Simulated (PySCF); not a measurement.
Species: C5H7ClO2.
Structure used (GFN2-xTB), in Å, numbered top down from 1:
```xyz
15
C5H7ClO2 angstrom
C     -2.4246   -0.5956    0.2129
O     -1.0980   -1.0358    0.4090
C     -0.0939   -0.1868    0.0848
C     -0.0501    1.0628   -0.3787
Cl    -1.2690    2.1918   -0.7857
O      1.2243    1.5510   -0.5718
C      2.1444    0.5239   -0.2059
C      1.3216   -0.6885    0.2578
H     -3.0559   -1.4211    0.5372
H     -2.6427    0.2918    0.8112
H     -2.6180   -0.3757   -0.8399
H      2.7881    0.9189    0.5853
H      2.7610    0.2995   -1.0813
H      1.4944   -1.5741   -0.3548
H      1.5139   -0.9542    1.2980
```

NICS = −σ at a ghost point: NICS(0) at the centroid of the ring atoms, NICS(1) 1 Å to either side along the normal of their mean plane, zz for the tensor component along that normal. Level: GIAO PBE0/pcSseg-1 (PySCF, non-relativistic, gas phase) on the GFN2-xTB geometry, one conformer.

Ring bond lengths (Å), with Mayer bond orders in brackets: C3–C4 1.333 (1.58), C4–O6 1.378 (0.98), O6–C7 1.427 (0.88), C7–C8 1.537 (1.04), C8–C3 1.512 (1.07).

Give the NICS values of each ring in ppm.

```
          ring                                                     type  NICS(0)  NICS(1), two faces  NICS(1)zz, two faces  rms pucker (Å)  centre to ring atoms, mean (Å)
C3–C4–O6–C7–C8  5-membered ring with O; formal bonds 1 double, 4 single     -5.5         -1.6 / -1.6             0.0 / 0.0            0.00                            1.22
```

What do they say, and how far can they be read as aromaticity?

- C3–C4–O6–C7–C8: mean NICS(1)zz 0.0 ppm, near zero. C7, C8 have four or more neighbours; no verdict on aromaticity is drawn.

At the second NICS(1) probe listed for ring C3–C4–O6–C7–C8, 1 Å off the ring, how large is the induced field along the normal in 1 T applied along it?

NICSzz × B0 = 0.0 ppm × 1 T = 0 μT.

Give the inner angles of the rings and the Hirshfeld charges of the ring atoms.

- C3–C4–O6–C7–C8: C3 108.7° (+0.028 e), C4 114.3° (+0.029 e), O6 107.8° (-0.146 e), C7 107.5° (+0.016 e), C8 101.8° (-0.075 e); sum 540.0° against 540° for a flat convex ring.

How shielded are the nuclei of the rings and their hydrogens (means over atoms taken as equivalent)?

```tsv
atoms	environment	σ isotropic (ppm)	principal values of the symmetric part, first atom (ppm)
C3	vinylic carbon bearing oxygen	50.1	-29.4, 88.7, 90.9
C4	vinylic C–Cl carbon	58.1	2.8, 71.8, 99.6
O6	cyclic ether oxygen	234.8	137.8, 231.3, 335.3
C7	sp3 carbon bound to oxygen	120.8	89.1, 101.5, 171.7
C8	allylic carbon	149.6	118.8, 157.1, 173.0
H12 (×2)	methylene hydrogen	27.31	23.0, 26.2, 32.8
H14 (×2)	methylene hydrogen	28.66	25.1, 26.8, 34.2
```
